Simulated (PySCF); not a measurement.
## Ionisation energy of Rb by level of theory

Rb [Kr] 5s1 (2S) → Rb⁺ [Kr] (1S), as a difference of total energies. Computed with PySCF 2.14 in aug-cc-pwCVTZ-X2C (10s9p7d3f, 93 functions), with the spin-free X2C one-electron Hamiltonian (Gaussian nucleus). Correlated levels: valence and next inner shell: [Ar] 3d10 frozen. The calculations carry no spin-orbit coupling.

| method | ionisation energy (eV) | error (eV) |
| --- | --- | --- |
| UHF | 3.803 | -0.374 |
| LDA | 4.410 | +0.233 |
| PBE | 4.290 | +0.113 |
| PBE0 | 4.207 | +0.030 |
| r2SCAN | 4.086 | -0.091 |
| B3LYP | 4.340 | +0.163 |
| wB97M-V | 4.047 | -0.130 |
| wB97X-V | 4.016 | -0.161 |
| MP2 (valence and next inner shell) | 4.125 | -0.052 |
| SCS-MP2 (valence and next inner shell) | 4.060 | -0.117 |

Reference: 4.177 eV (measured; NIST Atomic Spectra Database, ionization energies).

Errors of the correlated levels include the incompleteness of this basis and the frozen core.
